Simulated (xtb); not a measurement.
Ge(Br)(OMe) (CH3BrGeO), SMILES C[O][Ge][Br] (connectivity only; charge and spin as stated), neutral, multiplicity 1. All values are semi-empirical tight-binding results from xtb (GFN2-xTB unless named), good for trends rather than for accurate numbers. Geometry optimised at GFN2-xTB. The structure was generated by enumeration; whether it is a known compound was not checked. Other conformers were not sampled.

Optimised geometry:

```xyz
7

Ge     0.2689    -0.6506     0.8498
Br     0.6572     1.1553    -0.6499
O     -1.2611    -1.2418     0.2793
C     -2.2994    -1.0870    -0.6622
H     -2.0814    -0.2704    -1.3551
H     -2.4106    -2.0176    -1.2216
H     -3.2292    -0.8732    -0.1320
```
Charge 0, spin multiplicity 1.

For metal compounds this method's bond lengths and energies can be far off.

```json
{
 "point_group_as_xtb_finds_it": "Cs",
 "orbital_gap": "4.00 eV",
 "zero_point_energy": "25.5 kcal/mol",
 "G − E(el) at 298.15 K (modified RRHO)": "5.1 kcal/mol"
}
```

Computed atomic charges and the Wiberg bond orders between heavy atoms:
charges (e) Ge1 0.42, Br2 -0.24, O3 -0.38, C4 0.05, H5 0.06, H6 0.05, H7 0.05. Bond orders Ge1–Br2 1.23, Ge1–O3 1.31, O3–C4 0.96.
